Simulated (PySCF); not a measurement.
# Magnetisability: `C[C@@H]1[C@@H](O)[C@@]2(Cl)[C@H](F)C[C@@H]12`, C7H10ClFO

Geometry:
```csv
atom,x (Å),y (Å),z (Å)
C1,2.314,-0.627,0.417
C2,0.989,-0.269,-0.227
C3,0.460,1.150,0.089
O4,0.365,1.981,-1.026
C5,-0.850,0.520,0.615
Cl6,-1.471,1.127,2.144
C7,-1.882,0.229,-0.495
F8,-3.191,0.366,-0.130
C9,-1.398,-1.228,-0.557
C10,-0.265,-0.894,0.422
H11,2.271,-0.465,1.491
H12,2.552,-1.672,0.232
H13,3.109,-0.011,0.003
H14,1.031,-0.430,-1.305
H15,1.020,1.627,0.903
H16,0.001,2.834,-0.762
H17,-1.735,0.832,-1.396
H18,-2.139,-1.899,-0.131
H19,-1.097,-1.585,-1.539
H20,-0.090,-1.574,1.249
```

The calculation used PySCF 2.14.0, GIAO B97-2/pcSseg-1 magnetisability, rotational g tensor and spin-rotation constants, non-relativistic, gas phase. Geometry: GFN2-xTB.

Task: How diamagnetic is it, and how anisotropic?

Result: Isotropic -1646 × 10⁻³⁰ J/T², or -99.1 × 10⁻⁶ cm³/mol; principal values -1745, -1608, -1585 × 10⁻³⁰ J/T², anisotropy 150 × 10⁻³⁰ J/T² (root of half the summed squared differences of the principal values). The susceptibility is in cgs units.

Task: Split it along the inertial axes a, b, c into diamagnetic and paramagnetic parts about the centre of mass, with the quadrupole moment.

Result: 
```
axis  χ (10⁻⁶ cm³/mol)  diamagnetic (10⁻⁶ cm³/mol)  paramagnetic (10⁻⁶ cm³/mol)  summed x² of all electrons (Å²)  quadrupole Θ (D Å)
   a            -101.7                      -901.7                        800.0                            231.3               -7.52
   b             -97.5                     -1376.7                       1279.3                            119.3               +2.44
   c             -98.2                     -1487.5                       1389.2                             93.2               +5.08
```
Anisotropies 2χaa − χbb − χcc = -7.6 and 2χbb − χaa − χcc = +5.0 × 10⁻⁶ cm³/mol. Θ is traceless in Buckingham's convention.

Task: And the rotational g tensor?

Result: 
```csv
axis,rotational constant (GHz),g,nuclear part,electronic part
a,1.5091,-0.0083,0.5589,-0.5672
b,0.9404,-0.0096,0.5556,-0.5652
c,0.8515,-0.0090,0.5467,-0.5557
```
Asymmetric top; isotopes 12C, 35Cl, 19F, 1H, 16O; no vibrational averaging.
